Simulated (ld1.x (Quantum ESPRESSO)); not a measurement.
**tin (Sn): one change to a TM potential, before and after**

- Element: Sn (Z = 50)
- Generator: ld1.x (Quantum ESPRESSO) 7.5
- Type: norm-conserving Troullier–Martins (Kleinman–Bylander form)
- Functional: PBE
- Relativity: scalar-relativistic
- Frozen core: [Kr] 4d10
- Valence charge: 4
- Reference configuration: 5s2 5p2
- Partial waves: 5p (bound): rc 2.00 bohr; 5s (bound): rc 2.10 bohr
- Local potential: the s channel
- Core correction: a·sin(br)/r model core, default radius (core density twice the valence density)

Change: wave 5p (bound): rc 2.00 bohr becomes 5p (bound): rc 2.36 bohr.

Cutoffs: the cutoffs (Ry, on a coarse ladder) from which the occupation-weighted sum of valence levels, in a spherical-Bessel basis at the reference potential, stays within 10 and 1 mRy of its value at 400 Ry; they do not see the model core or the augmentation charge, which bear on the density cutoff. Errors are all-electron minus pseudo energies relative to the spin-unpolarised reference configuration.

Q: Predict the effect on cutoff, ghosts and configuration errors.

A: The potential gets softer (21 Ry and 40 Ry → 21 Ry and 30 Ry); the errors of the 7 common tests hardly move; neither file shows a bound ghost. A larger radius leaves more room for a smooth pseudo-wave, so fewer plane waves are needed.

| quantity | base | changed |
| --- | --- | --- |
| cutoff, loose | 21 Ry | 21 Ry |
| cutoff, tight | 40 Ry | 30 Ry |
| loose cutoff by channel (10 mRy a level) | p 6 Ry, s 10 Ry | p 8 Ry, s 10 Ry |
| bound ghosts | none | none |
| error for 5s2 5p1, meV [ΔE 6.87 eV] | -8.2 | -8.3 |
| error for 5s2 5p0, meV [ΔE 20.83 eV] | -64 | -63 |
| error for 5s1 5p0, meV [ΔE 51.80 eV] | -337 | -331 |
| error for 5s0 5p4, meV [ΔE 14.19 eV] | -57 | -65 |
| error for 5s2 5p2.3, meV [ΔE -0.85 eV] | +0.1 | +0.1 |
| error for 5s1 5p3, meV [ΔE 6.98 eV] | -15 | -16 |
| error for 5s2 5p1.5, meV [ΔE 2.62 eV] | -1.6 | -1.6 |
